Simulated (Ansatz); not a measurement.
`[Cl][SnH]([Cl])[Cl]` and `B[CH2][SnH]([Cl])[Cl]` differ in one atom or group.

Ansatz, PBE0-D4/def2-TZVP geometries, multiplicity 1. Each molecule was computed in one conformer, which needn't be the lowest.

Elements past krypton have def2 core potentials.

```json
{"property": "LUMO energy (PBE0/def2-TZVPP) / eV", "`[Cl][SnH]([Cl])[Cl]`": "-2.26"}
{"property": "size of the dipole moment (B3LYP/def2-TZVPP) / D", "`[Cl][SnH]([Cl])[Cl]`": "2.00"}
{"property": "size of the dipole moment (ωB97M-V/def2-TZVPP) / D", "`[Cl][SnH]([Cl])[Cl]`": "2.04"}
{"property": "LUMO energy (ωB97M-V/def2-TZVPP) / eV", "`[Cl][SnH]([Cl])[Cl]`": "-0.22"}
{"property": "HOMO energy (ωB97M-V/def2-TZVPP) / eV", "`[Cl][SnH]([Cl])[Cl]`": "-11.69"}
{"property": "HOMO energy (B3LYP/def2-TZVPP) / eV", "`[Cl][SnH]([Cl])[Cl]`": "-9.12"}
```

Task: Give the same properties after the change, and the shifts. (Best estimate.)

Result: Computed: 
```json
{"property": "LUMO energy (PBE0/def2-TZVPP) / eV", "`B[CH2][SnH]([Cl])[Cl]`": "-1.93", "shift": "0.33"}
{"property": "size of the dipole moment (B3LYP/def2-TZVPP) / D", "`B[CH2][SnH]([Cl])[Cl]`": "3.08", "shift": "1.08"}
{"property": "size of the dipole moment (ωB97M-V/def2-TZVPP) / D", "`B[CH2][SnH]([Cl])[Cl]`": "3.09", "shift": "1.05"}
{"property": "LUMO energy (ωB97M-V/def2-TZVPP) / eV", "`B[CH2][SnH]([Cl])[Cl]`": "-0.01", "shift": "0.21"}
{"property": "HOMO energy (ωB97M-V/def2-TZVPP) / eV", "`B[CH2][SnH]([Cl])[Cl]`": "-10.80", "shift": "0.89"}
{"property": "HOMO energy (B3LYP/def2-TZVPP) / eV", "`B[CH2][SnH]([Cl])[Cl]`": "-8.41", "shift": "0.71"}
```

With PBE0 the HOMO rises by 0.75 eV and the LUMO rises by 0.33 eV, so the gap narrows by about 0.42 eV. PBE moves the HOMO by 0.56 eV and ωB97M-V by 0.89 eV. Dipoles are sizes alone; their direction can turn.

B3LYP here is the variant with VWN-RPA as its local correlation; programs differ in this.
